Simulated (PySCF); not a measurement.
Cl₂Mn (SMILES [Cl][Mn][Cl]), sextet, at a GFN2-xTB geometry (such geometries of metal compounds can be far from the true shape); SVWN5/STO-3G (PySCF).

The PySCF input:
```python
from pyscf import gto, scf, dft

mol = gto.Mole()
mol.atom = '''
    Mn    0.00000000    0.00000000    0.00000000
    Cl    0.00000000    0.00000000    1.97614452
    Cl   -0.00000000   -0.00000000   -1.97614452
'''
mol.basis = 'sto-3g'
mol.spin = 5
mol.verbose = 4
mol.build()

mf = dft.UKS(mol)
mf.xc = 'lda,vwn'
mf.diis_space = 4
mf.kernel()
```

### Question
What does PySCF print? Leave out banner, timings and long lists.

### Answer

```
PySCF version 2.14.0

[INPUT] verbose = 4
[INPUT] num. atoms = 3
[INPUT] num. electrons = 59
[INPUT] charge = 0
[INPUT] spin (= nelec alpha-beta = 2S) = 5
[INPUT] symmetry False subgroup None
[INPUT] Mole.unit = angstrom
[INPUT] Symbol           X                Y                Z      unit          X                Y                Z       unit  Magmom
[INPUT]  1 Mn     0.000000000000   0.000000000000   0.000000000000 AA    0.000000000000   0.000000000000   0.000000000000 Bohr   0.0
[INPUT]  2 Cl     0.000000000000   0.000000000000   1.976144520000 AA    0.000000000000   0.000000000000   3.734371925360 Bohr   0.0
[INPUT]  3 Cl     0.000000000000   0.000000000000  -1.976144520000 AA    0.000000000000   0.000000000000  -3.734371925360 Bohr   0.0

nuclear repulsion = 266.309842693054
number of shells = 18
number of NR pGTOs = 108
number of NR cGTOs = 36
basis = sto-3g
ecp = {}

******** <class 'pyscf.dft.uks.UKS'> ********
method = UKS
initial guess = minao
damping factor = 0
level_shift factor = 0
DIIS = <class 'pyscf.scf.diis.CDIIS'>
diis_start_cycle = 1
diis_space = 4
diis_damp = 0
SCF conv_tol = 1e-09
SCF conv_tol_grad = None
SCF max_cycles = 50
direct_scf = True
direct_scf_tol = 1e-13
number electrons alpha = 32  beta = 27
XC library pyscf.dft.libxc version 7.1.2
    S. Lehtola, C. Steigemann, M. J. T. Oliveira, and M. A. L. Marques,  SoftwareX 7, 1–5 (2018)
XC functionals = lda,vwn
    P. A. M. Dirac,  Math. Proc. Cambridge Philos. Soc. 26, 376 (1930)
    F. Bloch,  Z. Phys. 57, 545 (1929)
    S. H. Vosko, L. Wilk, and M. Nusair,  Can. J. Phys. 58, 1200 (1980)
radial grids:
    Treutler-Ahlrichs [JCP 102, 346 (1995); DOI:10.1063/1.469408] (M4) radial grids

becke partition: Becke, JCP 88, 2547 (1988); DOI:10.1063/1.454033
pruning grids: <function nwchem_prune>
grids dens level: 3
symmetrized grids: False
atomic radii adjust function: <function treutler_atomic_radii_adjust>
small_rho_cutoff = 0
Set gradient conv threshold to 3.16228e-05
tot grids = 58664
init E= -2041.01554127139

cycle= 1 E= -2039.94998534409  delta_E= 1.07  |g|= 1.48  |ddm|= 6.78

cycle= 2 E= -2025.96221898331  delta_E=   14  |g|= 2.48  |ddm|= 7.31

cycle= 3 E= -2043.51897075168  delta_E= -17.6  |g|= 0.304  |ddm|=  5.1

cycle= 4 E= -2042.53459991837  delta_E= 0.984  |g|= 0.753  |ddm|= 2.64

cycle= 5 E= -2042.52383238693  delta_E= 0.0108  |g|= 0.76  |ddm|= 0.0248

cycle= 6 E= -2042.45659703958  delta_E= 0.0672  |g|= 0.797  |ddm|= 0.13

cycle= 7 E= -2043.55926698516  delta_E= -1.1  |g|= 0.337  |ddm|= 2.86
cycle= 8 E= -2043.59694965231  delta_E= -0.0377  |g|= 0.262  |ddm|= 0.637
cycle= 9 E= -2043.61332699874  delta_E= -0.0164  |g|= 0.227  |ddm|= 0.198

cycle= 10 E= -2043.6430382142  delta_E= -0.0297  |g|= 0.113  |ddm|= 0.211

cycle= 11 E= -2043.65330820257  delta_E= -0.0103  |g|= 0.00466  |ddm|= 0.249

cycle= 12 E= -2043.65332653318  delta_E= -1.83e-05  |g|= 0.000202  |ddm|= 0.0096

cycle= 13 E= -2043.65332658492  delta_E= -5.17e-08  |g|= 6.88e-05  |ddm|= 0.000778

cycle= 14 E= -2043.65332659023  delta_E= -5.31e-09  |g|= 5.18e-06  |ddm|= 0.000192

cycle= 15 E= -2043.65332659027  delta_E= -4.05e-11  |g|= 6.02e-07  |ddm|= 1.9e-05

Extra cycle  E= -2043.65332659027  delta_E= -4.55e-13  |g|= 2.84e-07  |ddm|= 2.79e-06
converged SCF energy = -2043.65332659027  <S^2> = 8.7620366  2S+1 = 6.0040109
```
